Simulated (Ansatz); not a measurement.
Z-matrix (Å, degrees):
```
C
O 1 1.500
Al 1 1.879 2 58.8
S 1 1.764 2 116.7 3 111.5
H 1 1.088 2 110.6 3 -118.5
Cl 3 2.060 1 167.7 2 -179.2
H 4 1.349 1 99.2 2 80.1
```

The species carries charge 0 and has multiplicity 1.

(1) List the B3LYP/def2-TZVPP orbital energies in eV (the Gaussian-basis code of Ansatz). (Best estimate.)

Answers

(1) Ansatz gave: Occupied: -2763.28, -2417.95, -1525.74, -520.20, -278.69, -258.03, -215.93, -197.02, -196.93, -196.92, -160.51, -160.41, -160.28, -113.72, -74.44, -74.29, -74.28, -26.84, -23.13, -20.86, -16.32, -12.99, -12.30, -11.66, -10.99, -10.13, -10.09, -9.69, -7.97, -6.96, -6.87. Lowest empty: -2.01, -1.21, 0.05, 0.54, 1.45, 2.01, 2.32, 3.09.

B3LYP here is the variant with VWN-RPA as its local correlation; programs differ in this.
